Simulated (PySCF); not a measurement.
A calculated (B3LYP, PySCF 2.14, ANO-RCC-VTZP, the spin-free X2C one-electron Hamiltonian (Gaussian nucleus)) atom or ion has these occupied shells.

| shell | electrons | orbital energy (eV) | rms radius, mean of both spins (bohr) |
| --- | --- | --- | --- |
| 1s β | 1 | -78265.9 | 0.0194 |
| 1s α | 1 | -78265.9 | 0.0194 |
| 2s α | 1 | -13783.9 | 0.0782 |
| 2s β | 1 | -13783.8 | 0.0782 |
| 2p α | 3 | -11999.4 | 0.0715 |
| 2p β | 3 | -11999.3 | 0.0715 |
| 3s α | 1 | -3255.3 | 0.200 |
| 3s β | 1 | -3255.2 | 0.200 |
| 3p α | 3 | -2730.8 | 0.202 |
| 3p β | 3 | -2730.7 | 0.202 |
| 3d α | 5 | -2137.6 | 0.184 |
| 3d β | 5 | -2137.5 | 0.184 |
| 4s α | 1 | -709.01 | 0.441 |
| 4s β | 1 | -708.84 | 0.441 |
| 4p α | 3 | -535.28 | 0.470 |
| 4p β | 3 | -535.11 | 0.470 |
| 4d α | 5 | -317.52 | 0.503 |
| 4d β | 5 | -317.30 | 0.503 |
| 5s α | 1 | -108.85 | 1.01 |
| 5s β | 1 | -107.56 | 1.01 |
| 4f α | 7 | -77.832 | 0.568 |
| 4f β | 7 | -77.589 | 0.568 |
| 5p α | 3 | -62.635 | 1.17 |
| 5p β | 3 | -60.957 | 1.17 |
| 5d α | 5 | -9.989 | 1.79 |
| 5d β | 3 | -8.922 | 1.79 |
| 6s α | 1 | -7.416 | 3.07 |
| 6s β | 1 | -6.850 | 3.07 |

Task: Name the element and its charge.

Result: Pt (platinum, neutral), in [Xe] 4f14 5d8 6s2, high-spin 3F determinant (an excited configuration).
